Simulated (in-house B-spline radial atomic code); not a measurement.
Values are calculated unless marked as measured or tabulated.
# Weak and strong correlation along the adiabatic connection

Two-electron singlets in several external potentials (atomic units), by full CI in B-splines with partial waves to l = 8 (correlation energies up to 0.6 % small). The repulsion is scaled by λ at fixed density; W(λ) is the mean repulsion less the Hartree energy, W(0) = E_x, and the area under W from 0 to 1 is E_xc.

Relative drop (W(λ) − E_x)/E_x:

| system | λ = 0.12 | λ = 0.25 | λ = 0.4 | λ = 0.6 | λ = 0.8 | λ = 1 |
| --- | --- | --- | --- | --- | --- | --- |
| −V exp(−r²/w²), V = 2.11, w = 7.48 | 0.0318 | 0.0610 | 0.0893 | 0.1201 | 0.1449 | 0.1652 |
| −Z exp(−kr)/r, Z = 8.62, k = 3.52 | 0.0025 | 0.0053 | 0.0083 | 0.0124 | 0.0164 | 0.0202 |
| −V exp(−r²/w²), V = 1.09, w = 13.4 | 0.0510 | 0.0933 | 0.1304 | 0.1669 | 0.1937 | 0.2141 |
| ω²r²/2 − Z/r, ω = 0.0805, Z = 1 | 0.0253 | 0.0495 | 0.0739 | 0.1018 | 0.1253 | 0.1454 |
| −Z exp(−kr)/r, Z = 2.85, k = 0.0267 | 0.0072 | 0.0147 | 0.0230 | 0.0336 | 0.0436 | 0.0531 |
| ω²r²/2, ω = 1.85 | 0.0113 | 0.0229 | 0.0355 | 0.0509 | 0.0652 | 0.0782 |
| ω²r²/2 − Z/r, ω = 0.166, Z = 1.5 | 0.0148 | 0.0297 | 0.0455 | 0.0646 | 0.0819 | 0.0975 |

Order the systems by how far second-order (GL2) theory, half the initial slope (estimated from the first points of each curve), overshoots the correlation energy, least first.
A. ω²r²/2, ω = 1.85
B. −Z exp(−kr)/r, Z = 2.85, k = 0.0267
C. −V exp(−r²/w²), V = 1.09, w = 13.4
D. ω²r²/2 − Z/r, ω = 0.166, Z = 1.5
E. −Z exp(−kr)/r, Z = 8.62, k = 3.52
F. ω²r²/2 − Z/r, ω = 0.0805, Z = 1
G. −V exp(−r²/w²), V = 2.11, w = 7.48

E (GL2/E_c = 1.03), B (GL2/E_c = 1.10), A (GL2/E_c = 1.16), D (GL2/E_c = 1.20), F (GL2/E_c = 1.34), G (GL2/E_c = 1.46), C (GL2/E_c = 1.77).

What else changes along this order?

The ratio follows the bend of the curve. With it the leading natural occupation goes from 1.999 to 1.826 and −T_c/E_c from 0.97 to 0.57 between the first and the last.
